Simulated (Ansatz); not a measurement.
**Relaxing a trial structure of H3OSi2Sn**

The starting geometry of this gas-phase doublet was optimised with GFN2-xTB.

```xyz
7

O     0.8990   -0.3889   -0.6792
Si    1.5507    0.2630   -1.9642
Si    0.5842    0.4653    0.7926
Sn    1.3935    2.5598   -0.5336
H     3.0889    2.1290   -0.0745
H     1.2998   -0.4079    1.7219
H    -0.8274    0.0903    0.9553
```

Predict what becomes of its bonds when it is optimised with PBE0-D3(BJ)/def2-SVP.

A new bond forms, giving a structure with H5 bridging Sn4 and Si2, given below by its coordinates. Distances that change by over a tenth: Sn4–H5 (1.81 → 2.00 Å). Contacts that close: Si2–H5 (3.07 → 1.76 Å).

The energy falls by 0.63 eV over 17 steps:

| step | E − E(last) (eV) |
| --- | --- |
| 1 | 0.630 |
| 3 | 0.421 |
| 5 | 0.396 |
| 6 | 0.366 |
| 8 | 0.222 |
| 10 | 0.033 |
| 12 | 0.003 |
| 13 | 0.001 |
| 15 | 0.000 |
| 17 | 0.000 |

Final geometry (Å):

```yaml
atoms:
  - { symbol: O, position_ang: [1.1670, -0.5485, -0.6566] }
  - { symbol: Si, position_ang: [1.7045, 0.6257, -1.7332] }
  - { symbol: Si, position_ang: [0.5912, 0.3521, 0.6830] }
  - { symbol: Sn, position_ang: [1.3456, 2.7985, -0.1676] }
  - { symbol: H, position_ang: [2.7881, 1.5074, -0.6567] }
  - { symbol: H, position_ang: [1.2723, -0.1524, 1.9167] }
  - { symbol: H, position_ang: [-0.8799, 0.1277, 0.8327] }
```

Frequencies at the end are all real (lowest 148 cm⁻¹). Open shells are spin-unrestricted. Atoms past krypton carry core potentials, without spin–orbit terms. Run with Ansatz 0.2.0, 100 s on 2 threads of Intel(R) Xeon(R) Platinum 8259CL CPU @ 2.50GHz (Skylake/Cascade Lake), with other jobs on the host.
